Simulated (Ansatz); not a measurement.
Input file for Ansatz (a quantum-chemistry and plane-wave program): R-PBE/def2-TZVPP on H2O2Se (SMILES O[Se]O), a point of a torsion scan.

Ansatz 0.2 input:
```yaml
crystal:
  periodic: [false, false, false]
  atoms:
    - {symbol: O, position_ang: [1.14122112, 0.53262124, -0.38164921]}
    - {symbol: Se, position_ang: [-0.12300711, -0.75764280, -0.47345220]}
    - {symbol: O, position_ang: [0.84482143, -2.09072458, 0.23292157]}
    - {symbol: H, position_ang: [1.99399508, 0.09933892, -0.47152076]}
    - {symbol: H, position_ang: [0.71525152, -2.15374206, 1.18482935]}
basis:
  gaussian:
    orbitals: def2-TZVPP
hamiltonian:
  xc: {name: PBE}
scf: {lower_state_search: off}
```

Output:

```
WARN ansatz: RAYON_NUM_THREADS=1 ignored (pool sized by the plan → 1); use --threads N
Functional definition: PBE
these checks for a lower state are left out or cut short: stability, starts, cluster_reference, orbital_swaps, neighbouring_geometries, increment
integrals: 0.05 GiB planned
807 factors; their error is unknown
mean field: 0.38 GiB planned
mean field evaluation 1: about -69452.6348 eV, gradient 8.2e1 eV
mean field evaluation 2: about -69383.5069 eV, gradient 1.9e2 eV
mean field evaluation 4: about -69462.0963 eV, gradient 2.6e1 eV
mean field evaluation 8: about -69463.3591 eV, gradient 6.3e-2 eV
mean field evaluation 16: about -69463.3275 eV, gradient 1.6e-5 eV
mean field -69463.32754350 eV, -2552.7302032892 hartree, gradient 5.7e-6 eV, S^2 0.000000; 0 other end points of the search recorded, 0 dependent functions left out
reference -69463.32757211 eV, -2552.7302043406 hartree; 26, 26 occupied and 112, 112 virtual orbitals, 807 factors
Total energy: -69463.32757211 eV, -2552.7302043406 hartree
Checks for a lower state left out: stability, starts, cluster_reference, orbital_swaps, neighbouring_geometries, increment
```

The run converged.

Cost: about 1.1 core-seconds (a rough figure).
